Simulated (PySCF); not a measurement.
H4MgN2. Atoms are numbered in the order given.

```xyz
7

Mg     0.0000     0.0000     0.0000
N      0.0000     0.0000    -1.8899
H      0.5751     0.5751    -2.4887
H     -0.5751    -0.5751    -2.4887
N      0.0000     0.0000     1.8899
H      0.5751    -0.5751     2.4887
H     -0.5751     0.5751     2.4887
```
Charge 0, spin multiplicity 1.

Geometry optimised at B3LYP-D3(BJ)/def2-TZVP. One conformer was computed; it need not be the lowest.

Level of theory: PySCF 2.14.0 with TDDFT-CAM-B3LYP/def2-SVPD.

Vertical excitations; the highest root listed may be one member of a degenerate set. Isolated molecule, no solvent. State labels are in the subgroup D2.

Computed excitation energies, oscillator strengths and character:
| state | symmetry | energy (eV) | λ (nm) | f | main pairs |
|---|---|---|---|---|---|
| S1 | B3 | 4.42 | 280 | 0.066 | HOMO→LUMO (degenerate set) |
| S2 | B2 | 4.42 | 280 | 0.066 | HOMO−1→LUMO (degenerate set) |
| S3 | B1 | 5.66 | 219 | 0.000 | HOMO→LUMO+1 42 %, HOMO−1→LUMO+2 42 %, HOMO→LUMO+4 8 %, HOMO−1→LUMO+5 8 % |
| S4 | A | 5.68 | 218 | 0.000 | HOMO−1→LUMO+1 42 %, HOMO→LUMO+2 42 %, HOMO−1→LUMO+4 7 %, HOMO→LUMO+5 7 % |
| S5 | B2 | 6.08 | 204 | 0.011 | HOMO→LUMO+3 (degenerate set) |
| S6 | B3 | 6.08 | 204 | 0.011 | HOMO−1→LUMO+3 (degenerate set) |
| S7 | A | 6.09 | 204 | 0.000 | HOMO→LUMO+2 46 %, HOMO−1→LUMO+1 46 % |
| S8 | B1 | 6.12 | 203 | 0.063 | HOMO−1→LUMO+2 44 %, HOMO→LUMO+1 44 % |
| S9 | B1 | 7.24 | 171 | 0.000 | HOMO→LUMO+4 37 %, HOMO−1→LUMO+5 37 %, HOMO−1→LUMO+10 6 %, HOMO→LUMO+9 6 % |
| S10 | A | 7.24 | 171 | 0.000 | HOMO−1→LUMO+4 38 %, HOMO→LUMO+5 38 %, HOMO→LUMO+10 6 %, HOMO−1→LUMO+9 6 % |
| T1 | B2 | 4.06 | 305 | 0 | HOMO−1→LUMO (degenerate set) |
| T2 | B3 | 4.06 | 305 | 0 | HOMO→LUMO (degenerate set) |
| T3 | B1 | 5.39 | 230 | 0 | HOMO→LUMO+1 40 %, HOMO−1→LUMO+2 40 %, HOMO→LUMO+4 8 %, HOMO−1→LUMO+5 8 % |
| T4 | A | 5.43 | 229 | 0 | HOMO−1→LUMO+1 40 %, HOMO→LUMO+2 40 %, HOMO−1→LUMO+4 8 %, HOMO→LUMO+5 8 % |
Triplets are in the Tamm–Dancoff approximation, which puts them higher than full response would, so one can lie above its singlet here.
